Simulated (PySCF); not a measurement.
Sulfur: a sound run and one with changed settings

Sound run: S²⁺ [Ne] 3s2 3p2, S³⁺ [Ne] 3s2 3p1. All numbers are calculated (PySCF 2.14, the non-relativistic Hamiltonian (point nucleus), in 6-31G*). The sound run starts from symmetry-adapted Hartree-Fock orbitals and uses a fine grid where one is needed.

A second run was set up differently.

| species | method | sound run (hartree) | changed run (hartree) | converged |
| --- | --- | --- | --- | --- |
| S²⁺ | UHF | -396.30250 | -396.30250 | yes |
| S²⁺ | LDA | -395.44589 | -395.62149 | yes |
| S²⁺ | MN15 | -396.70522 | -396.98046 | yes |
| S³⁺ | UHF | -395.04386 | -395.04386 | yes |
| S³⁺ | LDA | -394.15989 | -394.32388 | yes |
| S³⁺ | MN15 | -395.41632 | -395.67957 | yes |

Ionisation energy of S²⁺:

```csv
method,sound run (eV),changed run (eV)
UHF,34.249,34.249
LDA,34.994,35.310
MN15,35.073,35.399
```

**Question.** What was changed?
A. a valence shell is frozen
B. too few SCF iterations
C. radial grid too coarse
D. minimal basis

**Answer.** C. It used radial step 0.8 in ln r (0.13 in the sound run). A coarse radial grid mis-integrates the density and the exchange-correlation energy, with errors of either sign; Hartree-Fock needs no grid.
